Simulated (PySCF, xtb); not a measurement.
C3H4O2Si, SMILES O=C1C=C[SiH2]O1.

Harmonic wavenumbers (cm⁻¹) from GFN2-xTB (xtb 6.7.1) at its own minimum, in rising order: 137, 261, 450, 471, 478, 572, 603, 636, 637, 750, 782, 822, 825, 910, 942, 1044, 1126, 1253, 1610, 1787, 2336, 2344, 3099, 3114.

Q: What does PySCF with PBE0-D3(BJ)/def2-SVP give at its own minimum? (Estimate from the structure and the level; the computed values follow.)

A: 153, 267, 468, 512, 566, 611, 672, 710, 739, 791, 849, 882, 963, 975, 1016, 1064, 1239, 1321, 1648, 1916, 2272, 2274, 3217, 3241. Paired by order, the mean absolute difference is 68 cm⁻¹ and the zero-point energies are 38.6 and 40.6 kcal/mol.
